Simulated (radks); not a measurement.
Task: Valence configurations of Sc (all share [Ar]). Calculated with a radial shooting solver on a logarithmic mesh with Libxc functionals: non-relativistic Kohn-Sham, PBE, spin-unpolarised, spherical densities, point nucleus. Order these by energy: 3d1 4s2; 4s1 4p2; 3d0.5 4s2 4p0.5; 3d0.5 4s1 4p1.5; 3d1 4p2; 3d1 4s1 4p1; 3d2.5 4p0.5; 3d1 4s1.5 4p0.5; 3d2 4s1; 3d1.5 4s1 4p0.5.

Result: From the lowest, in eV above it: 3d1 4s2 0.000; 3d0.5 4s2 4p0.5 1.348; 3d1 4s1.5 4p0.5 1.351; 3d2 4s1 1.541; 3d1.5 4s1 4p0.5 1.858; 3d1 4s1 4p1 2.732; 3d2.5 4p0.5 3.788; 3d0.5 4s1 4p1.5 4.375; 3d1 4p2 5.575; 4s1 4p2 6.958. NIST lists [Ar] 3d1 4s2 as the ground configuration; this level of theory agrees among the configurations tried. The energies are those of spherical spin-averaged densities, not of single terms.
